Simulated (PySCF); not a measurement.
# Peak assignment

Molfile (atoms numbered from 1):
```
C5H9NO2
     RDKit          3D

 17 16  0  0  0  0  0  0  0  0999 V2000
   -1.9012    0.8180    0.3588 C   0  0  0  0  0  0  0  0  0  0  0  0
   -1.0466    0.1539   -0.5492 O   0  0  0  0  0  0  0  0  0  0  0  0
   -0.9303   -1.2268   -0.3440 C   0  0  0  0  0  0  0  0  0  0  0  0
    0.1838   -1.6226    0.5947 C   0  0  0  0  0  0  0  0  0  0  0  0
    1.0168   -0.8528    1.1120 N   0  0  0  0  0  0  0  0  0  0  0  0
    1.1923    0.5005    1.0730 C   0  0  0  0  0  0  0  0  0  0  0  0
    2.1822    0.9245    0.0095 C   0  0  0  0  0  0  0  0  0  0  0  0
    0.7270    1.2436    1.9050 O   0  0  0  0  0  0  0  0  0  0  0  0
   -1.9564    1.8484    0.0150 H   0  0  0  0  0  0  0  0  0  0  0  0
   -1.5069    0.8042    1.3793 H   0  0  0  0  0  0  0  0  0  0  0  0
   -2.9031    0.3738    0.3468 H   0  0  0  0  0  0  0  0  0  0  0  0
   -1.8740   -1.6649    0.0142 H   0  0  0  0  0  0  0  0  0  0  0  0
   -0.7032   -1.6721   -1.3220 H   0  0  0  0  0  0  0  0  0  0  0  0
    0.2745   -2.6872    0.7946 H   0  0  0  0  0  0  0  0  0  0  0  0
    2.4428    1.9676    0.1603 H   0  0  0  0  0  0  0  0  0  0  0  0
    3.0741    0.3053    0.0596 H   0  0  0  0  0  0  0  0  0  0  0  0
    1.7213    0.7986   -0.9680 H   0  0  0  0  0  0  0  0  0  0  0  0
  1  2  1  0
  2  3  1  0
  3  4  1  0
  4  5  2  0
  5  6  1  0
  6  7  1  0
  6  8  2  0
  1  9  1  0
  1 10  1  0
  1 11  1  0
  3 12  1  0
  3 13  1  0
  4 14  1  0
  7 15  1  0
  7 16  1  0
  7 17  1  0
M  END
```

- GFN2-xTB geometry
- shieldings: GIAO PBE0/pcSseg-1
- code: PySCF 2.14.0 with density-fitted response routines
- no relativistic terms, fast rotation and ring inversion assumed for equivalent nuclei, one computed conformer, isolated molecule

Scale: 13C, 1H against TMS (reference shieldings calculated alike).

Problem. Assign these signals to the numbered atoms. 13C{1H} NMR (computed): δ 182.0, 156.4, 79.1, 63.4, 26.6.

Solution. 
182.0 → C6, amide carbonyl carbon: it is a carbonyl in resonance with an O or N lone pair, the region of acids, esters and amides
156.4 → C4, C=N carbon
79.1 → C3, sp3 CH2 bonded to O: pulled downfield by the heteroatom
63.4 → C1, methyl carbon bonded to O: deshielded by the electronegative neighbour
26.6 → C7, methyl carbon α to a carbonyl: α to the electron-withdrawing carbonyl group

Problem. Assign these signals to the numbered atoms. 1H NMR (600 MHz, computed): δ 7.09 (t, 1H), 4.12 (d, 2H), 3.49 (s, 3H), 2.18 (s, 3H).

Solution. 
| δ (ppm) | atoms | environment | reason |
| --- | --- | --- | --- |
| 7.09 | H14 | hydrogen on a C=N carbon | – |
| 4.12 | H12/H13 | hydrogen on an sp3 CH2 bonded to O | its carbon carries O, an electronegative neighbour |
| 3.49 | H9/H10/H11 | hydrogen on a methyl carbon bonded to O | its carbon carries O, hence the downfield position |
| 2.18 | H15/H16/H17 | hydrogen on a methyl carbon α to a carbonyl | α to C=O |

Shifts are as computed. Against solution values, carbons near 30 ppm lie about +3 ppm off and those near 130 ppm about +5 ppm. Of 1211 compounds with measured shifts, 218 miss one by over three times the rms of a fit or turn the order of signals round; such compounds aren't used in these exercises. No couplings were computed; multiplicities are counted from neighbouring protons, with m where these are inequivalent, close in shift, in a saturated or five-membered ring or joined by F or P, and br s for small geminal =CH2 splittings.
